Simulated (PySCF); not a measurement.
## Correlation energy of N²⁺ (nitrogen, charge +2)

[He] 2s1 2p1 3s1, high-spin 4P determinant (an excited configuration). Computed with PySCF 2.14 in aug-cc-pCVTZ-DK (7s6p4d2f, 59 functions), with scalar relativity by spin-free X2C-1e. Frozen: nothing; 5 electrons correlated.

```json
{"level": "CCSD", "correlation energy (mhartree)": "-62.26"}
{"level": "(T)", "correlation energy (mhartree)": "-0.23"}
{"level": "CCSD(T)", "correlation energy (mhartree)": "-62.49"}
```

Diagnostics: T1 = 0.0044, D1 = 0.0135, largest double amplitude 0.057.

The outer electron is Rydberg-like, and this basis confines it to a smaller radius and binds it less than a complete one would.

Cost of the coupled-cluster step: about 5 core-seconds, for 5 correlated electrons.

Iterations:

```
CC2 = 0
CCSD nocc = (np.int64(4), np.int64(1)), nmo = (59, 59)
frozen orbitals [[], []]
max_cycle = 100
direct = 0
conv_tol = 1e-08
conv_tol_normt = 1e-06
diis_space = 8
diis_start_cycle = 0
Init t2, MP2 energy = -0.0544484676404028
Init E_corr(UCCSD) = -0.0544484676411011
cycle = 1  E_corr(UCCSD) = -0.059315745759155  dE = -0.00486727812  norm(t1,t2) = 0.0249473
cycle = 2  E_corr(UCCSD) = -0.0606002795703846  dE = -0.00128453381  norm(t1,t2) = 0.0147356
cycle = 3  E_corr(UCCSD) = -0.0620707228015026  dE = -0.00147044323  norm(t1,t2) = 0.00971468
cycle = 4  E_corr(UCCSD) = -0.0621053157751604  dE = -3.45929737e-05  norm(t1,t2) = 0.00394365
cycle = 5  E_corr(UCCSD) = -0.0622735752679027  dE = -0.000168259493  norm(t1,t2) = 0.00182206
cycle = 6  E_corr(UCCSD) = -0.0622522849623735  dE = 2.12903055e-05  norm(t1,t2) = 0.00043487
cycle = 7  E_corr(UCCSD) = -0.0622680547728052  dE = -1.57698104e-05  norm(t1,t2) = 0.000102692
cycle = 8  E_corr(UCCSD) = -0.0622672288604316  dE = 8.25912374e-07  norm(t1,t2) = 7.51872e-05
cycle = 9  E_corr(UCCSD) = -0.0622624953258019  dE = 4.73353463e-06  norm(t1,t2) = 0.000214812
cycle = 10  E_corr(UCCSD) = -0.0622635930427133  dE = -1.09771691e-06  norm(t1,t2) = 7.11117e-06
cycle = 11  E_corr(UCCSD) = -0.0622636396252146  dE = -4.65825012e-08  norm(t1,t2) = 1.0227e-06
cycle = 12  E_corr(UCCSD) = -0.0622636466230604  dE = -6.99784581e-09  norm(t1,t2) = 3.13654e-07
UCCSD converged
E(UCCSD) = -51.67120121460344  E_corr = -0.06226364662306037
UCCSD(T) correction = -0.000229954994818063
```
